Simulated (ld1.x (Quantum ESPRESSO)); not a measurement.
## Ce, PAW: configuration errors across variants

* Element: Ce
* Generator: ld1.x (Quantum ESPRESSO) 7.5
* Type: PAW
* Functional: PBEsol
* Relativity: fully relativistic
* Frozen core: [Kr]
* Valence charge: 22
* Reference configuration: 4d10 4f1 5s2 5p6 5d1 6s1 6p1
* Partial waves: 5s (bound): rcut 2.10, rcutus 2.25 bohr; 6s (bound): rcut 2.10, rcutus 2.25 bohr; 5p (bound): rcut 2.30, rcutus 2.75 bohr; 6p (bound): rcut 2.30, rcutus 2.75 bohr; 4d (bound): rcut 1.15, rcutus 1.40 bohr; 5d (bound): rcut 1.15, rcutus 1.40 bohr; 4f (bound): rcut 1.90, rcutus 2.00 bohr; 4f channel at 1.05 Ry: rcut 1.90, rcutus 2.00 bohr
* Local potential: all-electron potential smoothed inside 2.15 bohr (lloc = -1)
* Core correction: Bessel-smoothed model core inside 1.25 bohr
* Augmentation charge: PSQ, inside the norm-conserving radii

Open shells are filled in proportion to 2j + 1 (rel_dist='average').

All-electron excitation energies from the reference (eV): (1) 4d10 4f1 5s2 5p6 5d1 6s2 6p0 -2.472; (2) 4d10 4f1 5s2 5p6 5d1 6s1 6p0 3.631; (3) 4d10 4f1 5s2 5p6 5d1 6s0 6p0 14.667; (4) 4d10 4f1 5s2 5p6 5d0 6s0 6p0 33.793; (5) 4d10 4f1 5s2 5p6 5d2 6s0 6p0 3.786; (6) 4d10 4f1 5s2 5p6 5d1.5 6s1.5 6p0 -2.068; (7) 4d10 4f2 5s2 5p6 5d1 6s0 6p0 3.656.

Errors AE − PS in meV (a dash: test not solved or not reliable):

| change | (1) | (2) | (3) | (4) | (5) | (6) | (7) | bound ghosts |
| --- | --- | --- | --- | --- | --- | --- | --- | --- |
| base | +2.2 | +0.9 | 0.0 | +5.8 | +1.5 | +2.4 | +128 | not determined |
| wave 4f channel at 1.05 Ry: rcut 1.90, rcutus 2.00 bohr becomes 4f channel at -0.36 Ry: rcut 1.90, rcutus 2.00 bohr | +2.2 | +0.8 | 0.0 | +5.7 | +1.5 | +2.4 | +134 | not determined |
| wave 4f channel at 1.05 Ry: rcut 1.90, rcutus 2.00 bohr becomes 4f channel at -0.28 Ry: rcut 1.90, rcutus 2.00 bohr | +2.2 | +0.9 | +0.1 | +5.7 | +1.6 | +2.4 | +156 | not determined |
| wave 4f channel at 1.05 Ry: rcut 1.90, rcutus 2.00 bohr becomes 4f channel at -0.17 Ry: rcut 1.90, rcutus 2.00 bohr | +2.2 | +0.9 | 0.0 | +5.5 | +1.5 | +2.3 | -531 | not determined |
| wave 4f channel at 1.05 Ry: rcut 1.90, rcutus 2.00 bohr becomes 4f channel at -0.05 Ry: rcut 1.90, rcutus 2.00 bohr | +2.2 | +0.9 | 0.0 | +5.7 | +1.5 | +2.4 | +120 | not determined |
| wave 4f channel at 1.05 Ry: rcut 1.90, rcutus 2.00 bohr becomes 4f channel at 0.22 Ry: rcut 1.90, rcutus 2.00 bohr | +2.2 | +0.9 | 0.0 | +5.7 | +1.5 | +2.3 | – | not determined |
| wave 4f channel at 1.05 Ry: rcut 1.90, rcutus 2.00 bohr becomes 4f channel at 0.76 Ry: rcut 1.90, rcutus 2.00 bohr | +2.2 | +0.8 | -0.1 | +5.8 | +1.5 | +2.3 | – | not determined |
| wave 4f channel at 1.05 Ry: rcut 1.90, rcutus 2.00 bohr becomes 4f channel at 1.13 Ry: rcut 1.90, rcutus 2.00 bohr | +2.2 | +0.9 | 0.0 | +5.8 | +1.5 | +2.4 | +129 | not determined |
| wave 4f channel at 1.05 Ry: rcut 1.90, rcutus 2.00 bohr becomes 4f channel at 3.17 Ry: rcut 1.90, rcutus 2.00 bohr | +2.2 | +0.9 | 0.0 | +5.3 | +1.4 | +2.3 | +137 | not determined |
| wave 4f channel at 1.05 Ry: rcut 1.90, rcutus 2.00 bohr becomes 4f channel at 5.58 Ry: rcut 1.90, rcutus 2.00 bohr | +2.2 | +0.8 | -0.1 | +4.3 | +1.3 | +2.3 | – | not determined |

**Question.** Give the same row for: wave 4f channel at 1.05 Ry: rcut 1.90, rcutus 2.00 bohr becomes 4f channel at 2.3 Ry: rcut 1.90, rcutus 2.00 bohr.

**Answer.** +2.3, +0.9, +0.1, +5.7, +1.5, +2.3, +135; bound ghosts: not determined.
